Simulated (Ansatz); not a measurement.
A structure relaxed at PBE0-D4/def2-TZVP, charge 0, multiplicity 1:

Cartesian coordinates in Å:
```
N 1.2197 2.0254 -0.0687
C 0.6250 1.0374 -0.0358
Ga -0.3804 -0.6316 0.0215
H 0.0602 -1.6564 1.1016
H -1.5245 -0.7748 -1.0186
```

(1) Give its formula and SMILES.

(2) Point group (tolerance 0.08 Å, 0.16 Å for H)?

(3) Summarise the bond lengths by kind.

Answers

(1) CH2GaN, `N#[C][GaH2]`.

(2) C2v.

(3) 1 × C–N 1.154 Å; 1 × C–Ga 1.949 Å; 2 × Ga–H 1.553 Å.

Program: Ansatz 0.2.0.
